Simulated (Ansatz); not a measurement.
```xyz
8

N     0.656   -0.121   -1.519
Ga    0.357   -0.146    0.262
N    -1.135    0.317    1.168
F     1.704   -0.698    1.249
H     1.449   -0.615   -1.891
H    -0.101   -0.087   -2.181
H    -1.850    0.887    0.750
H    -1.080    0.464    2.162
```

Charge 0, multiplicity 1.

List the r2SCAN/def2-TZVPP orbital energies in eV (Ansatz 0.2.0). (An estimate is asked.)

Ansatz gave: Occupied: -10122.07, -1244.19, -1100.65, -1100.53, -1100.50, -664.54, -384.99, -384.99, -147.98, -100.94, -100.70, -100.61, -29.15, -22.39, -22.12, -20.46, -20.41, -20.39, -20.02, -20.01, -12.43, -12.29, -12.00, -9.89, -9.53, -9.00, -8.55, -6.80, -6.25. Lowest empty: -0.77, 0.25, 1.44, 1.49, 2.94, 2.99, 3.31, 4.74.
